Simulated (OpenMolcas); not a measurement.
Ta3+ (d2) in a complex was computed by SS-CASPT2, IPEA 0.25 Eh, imaginary shift 0.1 Eh with the d shell active (OpenMolcas, ANO-RCC-VDZP on the metal). Its lowest spin-free states, and all those of the highest spin:

| 2S+1 | Degeneracy | E (cm-1) |
| --- | --- | --- |
| 3 | 1 | 0 |
| 1 | 1 | 850 |
| 3 | 2 | 7790 |
| 1 | 1 | 8360 |
| 1 | 2 | 15020 |
| 3 | 1 | 15640 |
| 1 | 1 | 20360 |
| 3 | 2 | 21660 |
| 3 | 1 | 22260 |
| 1 | 1 | 24000 |
| 3 | 1 | 25970 |
| 1 | 2 | 26750 |
| 3 | 2 | 30080 |

Problem. Is the site octahedral, tetrahedral or cube-like, axial, or of lower symmetry?

Solution. The states with 2S+1 = 3 have orbital degeneracies 1, 2, 1, 2, 1, 1, 2. There are pairs but no triples, so the site is axial: not cubic, but with a proper or improper axis of order three or more. The run had Ta3+ with 4 ligands (water) in tetrahedral coordination (D2d) at 1.95 Å. Ligand basis ANO-RCC-VDZP.

The least metal-like active orbital is 71 % on the metal (Löwdin) and no ligand orbital is active, so the numbers are rough. Ligand-to-metal charge-transfer states are missing. With no ligand orbital active B as a rule stays too high, so bands that hang on it stand too high and its fall with covalency is understated. With one d shell and no ligand orbital active, 10Dq can be off by a tenth or more. No measured value stands beside these numbers; the geometry was imposed, not optimised, and the real ion may take another.
